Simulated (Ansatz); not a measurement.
Basis sets compared for the cluster K2S⁺ (the lowest doublet isomer of a short search). Charge 1, multiplicity 2. Geometry PBE-D4/def2-TZVP. Ansatz on 4 threads of Arm Neoverse V2 on a shared host; times are rough, and most runs start from earlier orbitals.

```xyz
3

K     1.549    0.168    2.518
K    -1.554   -0.164   -2.515
S     0.005   -0.004   -0.003
```

The 6-31G sets use Cartesian d functions. The structure comes from a short search, and lower isomers may exist.

```csv
level,functions,energy (Eh),HOMO (eV),LUMO (eV),wall time
HF/6-31G,71,-1595.6900,-11.10,-2.56,0.85 s
PBE-D4/def2-SVP,66,-1597.0319,-7.43,-7.18,2.5 s
PBE0-D4/def2-SVP,66,-1597.1694,-8.54,-5.89,6 s
```

Task: Estimate the rows for HF/def2-TZVP, PBE-D4/def2-TZVP, PBE0-D4/def2-TZVP.

Result: 
| level | functions | energy (Eh) | HOMO (eV) | LUMO (eV) | wall time |
| --- | --- | --- | --- | --- | --- |
| HF/def2-TZVP | 103 | -1595.7867 | -11.29 | -2.56 | 1.1 s |
| PBE-D4/def2-TZVP | 103 | -1597.3248 | -7.71 | -7.35 | 7 s |
| PBE0-D4/def2-TZVP | 103 | -1597.4577 | -8.80 | -6.06 | 18 s |
